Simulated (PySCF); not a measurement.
Molfile (atoms numbered from 1):
```
C5H9F3N2
     RDKit          3D

 19 18  0  0  0  0  0  0  0  0999 V2000
   -1.8292    0.4340    0.3126 C   0  0  0  0  0  0  0  0  0  0  0  0
   -0.5534   -0.3803    0.1184 C   0  0  0  0  0  0  0  0  0  0  0  0
   -0.5538   -1.1286   -1.2193 C   0  0  0  0  0  0  0  0  0  0  0  0
    0.7324    0.4028    0.2655 C   0  0  0  0  0  0  0  0  0  0  0  0
    1.8612   -0.0925    0.6126 N   0  0  0  0  0  0  0  0  0  0  0  0
    1.9896   -1.3852    0.8771 N   0  0  0  0  0  0  0  0  0  0  0  0
    0.7727    1.8627   -0.1030 C   0  0  0  0  0  0  0  0  0  0  0  0
    0.2280    2.0579   -1.3207 F   0  0  0  0  0  0  0  0  0  0  0  0
    2.0007    2.3537   -0.1316 F   0  0  0  0  0  0  0  0  0  0  0  0
    0.0605    2.6177    0.7513 F   0  0  0  0  0  0  0  0  0  0  0  0
   -1.9465    1.1919   -0.4748 H   0  0  0  0  0  0  0  0  0  0  0  0
   -1.8396    0.9504    1.2822 H   0  0  0  0  0  0  0  0  0  0  0  0
   -2.7033   -0.2328    0.2679 H   0  0  0  0  0  0  0  0  0  0  0  0
   -0.5443   -1.1357    0.9295 H   0  0  0  0  0  0  0  0  0  0  0  0
   -1.4333   -1.7864   -1.2999 H   0  0  0  0  0  0  0  0  0  0  0  0
    0.3508   -1.7442   -1.3351 H   0  0  0  0  0  0  0  0  0  0  0  0
   -0.5826   -0.4108   -2.0523 H   0  0  0  0  0  0  0  0  0  0  0  0
    1.1659   -1.9337    1.1236 H   0  0  0  0  0  0  0  0  0  0  0  0
    2.8275   -1.6057    1.3992 H   0  0  0  0  0  0  0  0  0  0  0  0
  1  2  1  0
  2  3  1  0
  2  4  1  0
  4  5  2  0
  5  6  1  0
  4  7  1  0
  7  8  1  0
  7  9  1  0
  7 10  1  0
  1 11  1  0
  1 12  1  0
  1 13  1  0
  2 14  1  0
  3 15  1  0
  3 16  1  0
  3 17  1  0
  6 18  1  0
  6 19  1  0
M  END
```

PySCF 2.14 calculation with σ from GIAO-PBE0/pcSseg-1 and PBE0-D3(BJ)/def2-SVP structure; one averaged value for each set of equivalent atoms, single conformer, relativity neglected, in vacuum.

References, each an isolated molecule treated in the same way: ¹³C (σref 184.41) and ¹H (σref 31.27) against TMS; ¹⁵N (σref 265.67) against NH3; CFCl3 for ¹⁹F (σref 177.25).

```json
{"atoms": "F8/F9/F10", "nucleus": "¹⁹F", "count": "3", "Hirshfeld charge": "-0.09", "δ (ppm)": "?"}
{"atoms": "H14", "nucleus": "¹H", "count": "1", "Hirshfeld charge": "0.03", "δ (ppm)": "2.18"}
{"atoms": "C2", "nucleus": "¹³C", "count": "1", "Hirshfeld charge": "-0.03", "δ (ppm)": "25.0"}
{"atoms": "C1/C3", "nucleus": "¹³C", "count": "2", "Hirshfeld charge": "-0.12", "δ (ppm)": "18.7"}
{"atoms": "N5", "nucleus": "¹⁵N", "count": "1", "Hirshfeld charge": "-0.10", "δ (ppm)": "377.8"}
{"atoms": "H18/H19", "nucleus": "¹H", "count": "2", "Hirshfeld charge": "0.13", "δ (ppm)": "5.39"}
{"atoms": "C4", "nucleus": "¹³C", "count": "1", "Hirshfeld charge": "0.00", "δ (ppm)": "?"}
{"atoms": "H11/H12/H13/H15/H16/H17", "nucleus": "¹H", "count": "6", "Hirshfeld charge": "0.04", "δ (ppm)": "1.20"}
{"atoms": "C7", "nucleus": "¹³C", "count": "1", "Hirshfeld charge": "0.25", "δ (ppm)": "?"}
{"atoms": "N6", "nucleus": "¹⁵N", "count": "1", "Hirshfeld charge": "-0.13", "δ (ppm)": "124.3"}
```

Estimate the values marked ?.

Results:


- C4: 138.3 ppm, C=N carbon
- C7: 127.6 ppm, CF3 carbon; 3 electronegative neighbours deshield it
- F8/F9/F10: -78.3 ppm, fluorine of a CF3 group

OH/NH shifts are gas-phase values; hydrogen bonding in solution moves them, usually downfield. Shifts are as computed. Against solution values, carbons near 30 ppm lie about +2 ppm off and those near 130 ppm about +5 ppm. Of 1313 compounds with measured shifts, 239 miss one by over three times the rms of a fit or turn the order of signals round; such compounds aren't used in these exercises. Unscaled 19F shifts against computed CFCl3 carry errors that often reach 10 to 50 ppm. Experimental scales use liquid or dissolved standards, which lie at an offset from isolated NH3 (liquid NH3: subtract about 20 ppm). Unscaled 15N shifts of sp2 nitrogen come out 20 to 40 ppm too high even then.
